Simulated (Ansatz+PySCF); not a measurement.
**singlet H2: levels of theory in one basis**

```xyz
2

H     0.0000    0.0000   -0.7609
H     0.0000    0.0000    0.7609
```

Basis set: cc-pVDZ (spherical functions). All electrons are correlated. Charge 0, multiplicity 1.

Computed with Ansatz (development build ahead of 0.2.0); each method stands on the lowest determinant of its kind that the runs found. NEVPT2 correlates all electrons. Active spaces start from the frontier orbitals, and the lowest solution found is given.

| method | E − E(RHF) (eV) | <S²> of the determinant |
| --- | --- | --- |
| RHF | 0.00 | 0.00 |
| UHF | -0.59 | 0.61 |
| UHF-MP2 | -0.82 | 0.61 |
| RHF-CCSD | -1.65 | – |
| RHF-CCSD(T) | -1.65 | – |
| full CI (lowest root of this spin) | -1.65 | – |
| CASSCF(2,2) | -1.51 | – |
| SC-NEVPT2(2,2) | -1.61 | – |

Q: What does RHF-MP2 give on the same scale?

A: -0.98 eV.

At such a shape the full CI root can have another spatial symmetry than the determinants, so the rows needn't describe one state.

Q: Is a single determinant a sound starting point here?

A: It is doubtful. Unrestricted orbitals lower Hartree–Fock by 0.59 eV and <S²> is 0.61 where a pure state has 0.00, a sign of strong static correlation. The CASSCF(2,2) natural occupations are 1.80, 0.20.

Caution for RHF, RHF-MP2, RHF-CCSD, RHF-CCSD(T): an unrestricted determinant lies well below. Caution for UHF, UHF-MP2: the unrestricted determinant is spin contaminated; the determinant breaks the point group. Caution for RHF-MP2, UHF-MP2, RHF-CCSD, RHF-CCSD(T): large amplitudes, a single reference is doubtful. Caution for UHF-MP2: another reference gives a lower total.
